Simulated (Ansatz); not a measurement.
Ansatz results at the PBE0-D4/def2-TZVP geometry: LUMO energy (PBE0/def2-TZVPP) -1.11 eV; LUMO energy (PBE/def2-TZVPP) -2.07 eV; HOMO–LUMO gap (ωB97M-V/def2-TZVPP) 9.86 eV.

Each molecule was computed in one conformer, which needn't be the lowest.

(1) Which molecule gave them?
A. `CC[N](CC)[Ti]([Cl])([O]C)[O]C`
B. `[OH][Ti]([F])([SH])[Cl]`
C. `[F][Ti]([F])([F])[Br]`
D. `[NH2][Ti]([NH2])([F])[F]`

## Answers

(1) A. The others give `[F][Ti]([F])([F])[Br]`: -3.37, -4.22, 10.50; `[NH2][Ti]([NH2])([F])[F]`: -1.64, -2.65, 10.83; `[OH][Ti]([F])([SH])[Cl]`: -2.74, -3.64, 9.53.
